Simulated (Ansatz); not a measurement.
Basis sets compared for Hg₃S₂⁺. Total charge 1; doublet. Geometry PBE-D4/def2-SVP. Ansatz on 4 threads of Arm Neoverse V2 on a shared host; times are rough, and most runs start from earlier orbitals.

Cartesian coordinates in Å:
```
Hg -1.276 -0.023 1.346
Hg 0.653 -2.999 -2.010
Hg 0.940 1.570 -0.309
S -0.514 2.353 1.577
S 0.197 -0.902 -0.604
```

In the def2 sets Hg takes a core potential; there is no spin–orbit coupling. Another isomer (doublet) lies 1.53 eV lower at PBE0-D4/def2-TZVP; other spin states weren't run for this one.

```csv
level,functions,energy (Eh),HOMO (eV),LUMO (eV),wall time
PBE-D4/def2-SVP,132,-1256.1155,-9.97,-9.52,3.7 s
PBE0-D4/def2-SVP,132,-1256.0455,-10.69,-8.67,6 s
```

Task: Estimate the rows for PBE-D4/def2-TZVP (with forces), PBE0-D4/def2-TZVP.

Result: 
```csv
level,functions,energy (Eh),HOMO (eV),LUMO (eV),wall time
PBE-D4/def2-TZVP (with forces),203,-1256.4169,-10.01,-9.50,7.5 s
PBE0-D4/def2-TZVP,203,-1256.3444,-10.66,-8.64,14 s
```
